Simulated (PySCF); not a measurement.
Several species in one continuum solvent.

Level: CAM-B3LYP/def2-SVPD in PySCF, non-relativistic, each on one gas-phase PBE0-D3(BJ)/def2-SVP geometry that isn't relaxed in the solvent. The solvent is an IEF-PCM continuum (Bondi radii, 1.10 Å for H, scaled by 1.2). Only the electrostatic response of the medium enters. Spin–orbit coupling is left out although an atom past zinc is present.

Task: Order them by E(solvent) − E(gas) in chloroform (ε = 4.711), most negative first (kcal/mol).
A. `[O:1]=[C:2]1[CH2:3][CH2:4][CH2:5][CH2:6][C:7]1([F:8])[F:9]` with O1–C2–C3–C4 125°, C2–C3–C4–C5 54°, C3–C4–C5–C6 -56°, C4–C5–C6–C7 56° (2,2-difluorocyclohexanone)
B. `[BH2:1][GeH2:2][C:3]#[CH:4]` with H–B1–Ge2–C3 56° and -124°
C. `[CH3:1][CH2:2][N:3]=[C:4]([CH3:5])[CH3:6]` with C1–C2–N3–C4 180°

Result: A (-5.2), C (-3.1), B (-2.0).

```tsv
SMILES	charge	ΔE (kcal/mol)	polarisation term (kcal/mol)	HOMO shift (eV)	dipole gas (D)	dipole solvent (D)	atoms	lowest singlet, gas (eV)	lowest singlet, solvent (eV)
O=C1CCCCC1(F)F	0	-5.2	-6.0	-0.05	4.49	5.41	17	4.23	4.32
CCN=C(C)C	0	-3.1	-3.6	-0.12	2.10	2.76	17	5.14	5.25
[BH2][GeH2][C]#C	0	-2.0	-2.1	-0.01	0.62	0.77	9	4.07	4.14
```

The polarisation term is half the interaction of the solute with the induced surface charges. Singlets are vertical TDDFT energies (frozen core, non-equilibrium response), the lowest in each medium.
